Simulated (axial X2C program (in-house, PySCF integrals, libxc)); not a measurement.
Nuclear properties of NAsN⁺

Computed with an axial X2C code built on PySCF integrals: two-component X2C with atomic mean-field Coulomb and Gaunt terms, Gaussian nuclei, basis N dyall-av3z, As dyall-v3z with contracted cores.

N–As–N held linear, with bonds 1.699 and 1.699 Å (near the PBE0 minimum at charge 1 of the determinant lowest at the starting distance; the state shown can have its own minimum elsewhere, held linear; other orders of the atoms were not compared).

Determinant lowest in the PBE0 search, Ω = 1 (⟨Sz⟩ = 1.00, ⟨Lz⟩ = 0.00 at PBE0), spin on the atoms N 0.72, As -0.43, N 0.72:

| level | A∥/gI N (MHz) | qzz N (a.u.) | A∥/gI As (MHz) | qzz As (a.u.) |
| --- | --- | --- | --- | --- |
| PBE0 | -82.4 | 0.17 | -276 | -2.37 |
| HF | -59.1 | 0.17 | -1360 | -2.45 |
| PBE | -76.4 | 0.18 | -138 | -2.18 |

Determinant 1.43 eV from it at PBE0 and this distance, Ω = 0 (closed shell), highest spinor 88% N p, 12% As d:

| level | qzz N (a.u.) | qzz As (a.u.) |
| --- | --- | --- |
| PBE0 | 0.13 | -2.76 |
| HF | 0.04 | -3.23 |
| PBE | 0.16 | -2.40 |

A∥ (defined per Ω) follows by multiplying with gI = μI/(I μN); qzz is the electric field gradient, eQq0 = 234.96 MHz × Q/barn × qzz. The operators were transformed with the bare-nucleus X2C matrices; with these basis sets, hyperfine constants and field gradients can be off by tens of per cent, and where levels differ in sign neither size nor sign is settled.

Task: With gI(14N) = 0.4038, Q(14N) = 0.02044 barn, Q(75As) = 0.311 barn (g factors from the IAEA table of nuclear moments by Stone; Q from Pyykkö, Mol. Phys. 2018), turn the PBE0 values of the first state into constants in MHz.

Result: A∥(14N) = -82.4 × 0.4038 = -33.3 MHz; eQq0(14N) = 234.96 × (0.02044) × (0.17) = 0.816 MHz; eQq0(75As) = 234.96 × (0.311) × (-2.37) = -173 MHz.

The molecule was held linear; bending was not examined, so a bent shape may lie lower.

Each state is one determinant with collinear spin, which with several unpaired electrons need not be a pure state. Unrestricted Hartree–Fock can overshoot spin polarisation at the nuclei. A closed determinant beside an open π² or δ² triplet, such as (π1/2)², mixes with its partner pair into the 0⁺ component of the triplet and ¹Σ⁺, so its energy is not that of a level, and 0⁺ can lie lowest. With several open shells hyperfine constants can be off by a factor of several. In the state Ω = 1 the atomic spins oppose each other (0.72, -0.43, 0.72): a broken-symmetry determinant whose values are not spin-projected. Open-shell Ω = 0 determinants with evenly filled partner blocks cannot be reached by this program, so the Ω shown need not be the lowest component. The search compared states at one distance, so a state with another bond length can lie lower. Where a field gradient or hyperfine factor spreads by more than a factor of two over the levels, a constant derived from it is not to be relied on. PBE0 term energies can be off by some tenths of an eV.
